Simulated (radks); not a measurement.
Values are calculated unless marked as measured or tabulated.
Ionisation of neutral samarium, [Xe] 4f6 6s2, to Sm+, [Xe] 4f6 6s1, under several functionals. Dirac Kohn-Sham, spin-unpolarised, spherical densities, finite nucleus; open shells are shared between the two j in proportion to 2j + 1; a radial shooting solver on a logarithmic mesh with Libxc functionals.

[
 {"functional": "BLYP", "E(Sm) (hartree)": "-10434.6172", "Exc (hartree)": "-237.1570", "IE (eV)": "5.889", "-e(HOMO) (eV)": "2.006", "<r> HOMO (bohr)": "1.033", "IE error (eV)": "+0.245"},
 {"functional": "BP86", "E(Sm) (hartree)": "-10435.3570", "Exc (hartree)": "-237.9116", "IE (eV)": "6.118", "-e(HOMO) (eV)": "2.345", "<r> HOMO (bohr)": "1.031", "IE error (eV)": "+0.474"},
 {"functional": "revPBE", "E(Sm) (hartree)": "-10434.1035", "Exc (hartree)": "-236.6460", "IE (eV)": "5.868", "-e(HOMO) (eV)": "2.211", "<r> HOMO (bohr)": "1.030", "IE error (eV)": "+0.224"},
 {"functional": "LDA (Slater exchange, Perdew-Zunger correlation)", "E(Sm) (hartree)": "-10426.5967", "Exc (hartree)": "-229.0652", "IE (eV)": "6.152", "-e(HOMO) (eV)": "2.428", "<r> HOMO (bohr)": "1.029", "IE error (eV)": "+0.508"},
 {"functional": "SOGGA", "E(Sm) (hartree)": "-10429.6662", "Exc (hartree)": "-232.1608", "IE (eV)": "5.859", "-e(HOMO) (eV)": "2.192", "<r> HOMO (bohr)": "1.030", "IE error (eV)": "+0.215"},
 {"functional": "Wu-Cohen GGA", "E(Sm) (hartree)": "-10432.8910", "Exc (hartree)": "-235.4242", "IE (eV)": "5.948", "-e(HOMO) (eV)": "2.260", "<r> HOMO (bohr)": "1.030", "IE error (eV)": "+0.305"},
 {"functional": "HCTH/407", "E(Sm) (hartree)": "-10440.0826", "Exc (hartree)": "-242.9134", "IE (eV)": "5.893", "-e(HOMO) (eV)": "2.921", "<r> HOMO (bohr)": "1.007", "IE error (eV)": "+0.250"},
 {"functional": "PW91", "E(Sm) (hartree)": "-10435.0692", "Exc (hartree)": "-237.6263", "IE (eV)": "5.982", "-e(HOMO) (eV)": "2.289", "<r> HOMO (bohr)": "1.030", "IE error (eV)": "+0.338"}
]

NIST Atomic Spectra Database: 5.644 eV (measured). Closest: SOGGA. The Delta-SCF values span 0.29 eV, the total energies 13.49 hartree. The highest occupied level is 4f7/2. Spin polarisation and multiplet splitting are left out, so open shells lie too high by an amount that depends on their filling. Sharing an open shell by 2j + 1 raises it above the true ground level by a part of the spin-orbit splitting, which enters the differences from NIST.

Beside tabulated values, note that spin-unpolarised runs miss the spin-polarisation part of the exchange energy of open shells.
